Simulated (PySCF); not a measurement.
PbI2, SMILES [I][Pb][I] (connectivity only; charge and spin as stated), neutral, multiplicity 1.

Coordinates come from a PBE0-D3(BJ)/def2-SVP optimisation. The isomer is the one that the SMILES or the coordinates give; other isomers of the formula were not compared. The def2 effective core potentials stand for the cores of I, Pb; spin–orbit coupling is left out.

Two levels are set side by side: TDA-PBE/def2-SVPD (PySCF) and TDA-LC-ωPBE/def2-SVPD (PySCF). Vertical, same geometry. The lowest singlet is HOMO→LUMO 100 % with PBE and HOMO→LUMO 95 % with the other functional; states are paired by order. Differences are taken from unrounded values.

| quantity | TDA-PBE |
|---|---|
| lowest singlet excitation (eV) | 2.32 |
| lowest triplet excitation (TDA) (eV) | 2.21 |

Task: These are the TDA-PBE values. What does TDA-LC-ωPBE give? (The exact figures need the calculation; the answer reports its results.)

Result: 
```csv
quantity,TDA-LC-ωPBE,TDA-PBE minus TDA-LC-ωPBE
lowest singlet excitation (eV),3.28,-0.97
lowest triplet excitation (TDA) (eV),2.69,-0.48
```

A lower first singlet is the usual sign of a functional without exact exchange. Differences between two approximate levels are no errors against the true value.

Rough cost on one machine, each run with all the roots and properties that it gave: TDA-LC-ωPBE against TDA-PBE about 2 times.
